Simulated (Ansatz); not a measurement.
Consider the β-hydride elimination: `CC[SiH](O)[SiH3]` → `O[SiH2][SiH3]` + `C=C`.

Isolated molecules relaxed with PBE0-D4/def2-TZVP in Ansatz; ΔE leaves out vibrations. CCSD(T)/CBS adds triple-zeta CCSD(T) − MP2 to the extrapolated MP2 energy (def2 sets, frozen cores). This one scheme is used for every species. DFT in def2-TZVPP. Each species was taken in one conformer, which may not be the lowest.

```tsv
level	ΔE (eV)
PBE-D4	1.58
r2SCAN-D4	1.59
B2PLYP	1.38
SCS-MP2/def2-QZVPP	1.47
```

Q: What does CCSD(T)/CBS give? (An estimate is asked.)

A: Ansatz gave: +1.49 eV. The listed levels differ from it by 0.09, 0.10, -0.11, -0.02 eV.

Largest T1 diagnostic among the species: 0.012.

From PBE to PBE0 (25 % exact exchange), in def2-TZVPP and without D4, ΔE moves by +0.12 eV. The D4 term adds +0.18 eV with B3LYP and +0.10 eV with PBE0; it sums over pairs of atoms, weighted by their polarisabilities, and B3LYP, whose exchange is more repulsive, gets the larger term. In def2-TZVPP, CCSD(T) changes the Hartree–Fock value by +0.32 eV (the triples alone add +0.02 eV) and MP2 by +0.45 eV.

B3LYP here is the variant with VWN-RPA as its local correlation; programs differ in this.
